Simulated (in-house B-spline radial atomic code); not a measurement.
How G0W0 and RPA depend on the start: Sc¹¹⁺

Configuration [He] 2s2 2p6. Computed with an all-electron radial atomic-structure program (B-spline basis): all electrons, scalar-relativistic (spin-free one-electron X2C), finite nucleus, each spin shell either full or empty, empty states to l = 9 with an (l + 1/2)⁻⁴ tail; G0W0 by contour deformation at full frequency.

```csv
start,mean-field 2p (eV),G0W0 (eV),QP weight,RPA correlation (Eh)
Hartree-Fock,-689.41,-687.97,0.992,-0.59695
PBE,-652.61,?,?,?
LDA exchange-only,-649.43,-688.02,0.989,-0.63289
r2SCAN,-656.62,?,?,?
```

(1) What G0W0 level, weight and RPA correlation energy follow from the PBE start?

(2) What G0W0 level, weight and RPA correlation energy follow from the r2SCAN start?

(3) How much of the dependence on the start does G0W0 remove?

## Answers

(1) G0W0 level -687.66 eV, weight 0.989, RPA correlation -0.63244 hartree.

(2) G0W0 level -687.55 eV, weight 0.990, RPA correlation -0.62545 hartree.

(3) The mean-field levels span 40 eV and the G0W0 levels 0.472 eV. Against 687.36 ± 0.12 eV (NIST, measured) the G0W0 removal energies are off by +0.19 to +0.66 eV, with spin-orbit coupling, Breit and QED terms left out.
